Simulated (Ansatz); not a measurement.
CHSe (SMILES [CH]=[Se]): the vertical energy of the quartet above the doublet from total energies

CHSe: 3 atoms, total charge 0, spin state doublet. As SMILES, `[CH]=[Se]`. The shape comes from GFN2-xTB, which is rough for such elements, and wasn't checked as a minimum.

```csv
atom,x (Å),y (Å),z (Å)
C,-0.3617,0.1760,-0.1760
Se,1.0502,0.6320,0.6441
H,-0.6885,-0.8080,-0.4681
```

Both states at this one shape; open shells run unrestricted unless said. 1 Eh = 27.2114 eV.

| level | program | doublet CHSe (Eh) | quartet CHSe (Eh) |
| --- | --- | --- | --- |
| U-revPBE/STO-3G | Ansatz | -2412.777105 | -2412.650026 |
| UBLYP/STO-3G | Ansatz | -2412.862994 | -2412.731716 |
| UPBE/STO-3G | Ansatz | -2412.525788 | -2412.397126 |
| U-wB97M-V/STO-3G | Ansatz | -2413.074246 | -2412.955798 |

Question: Work out the vertical gap, second state less first, at each level.

Answer: 
1. U-revPBE/STO-3G: -2412.650026 − (-2412.777105) = 0.127079 Eh = 3.46 eV.
2. UBLYP/STO-3G: -2412.731716 − (-2412.862994) = 0.131278 Eh = 3.57 eV.
3. UPBE/STO-3G: -2412.397126 − (-2412.525788) = 0.128662 Eh = 3.50 eV.
4. U-wB97M-V/STO-3G: -2412.955798 − (-2413.074246) = 0.118448 Eh = 3.22 eV.

No measured value is set beside it here; the levels span 3.22 to 3.57 eV. Spin-orbit coupling, which splits open shells on such heavy atoms by tenths of an eV, is left out. Minimal sets are far from the basis-set limit. All-electron rows are non-relativistic unless named.
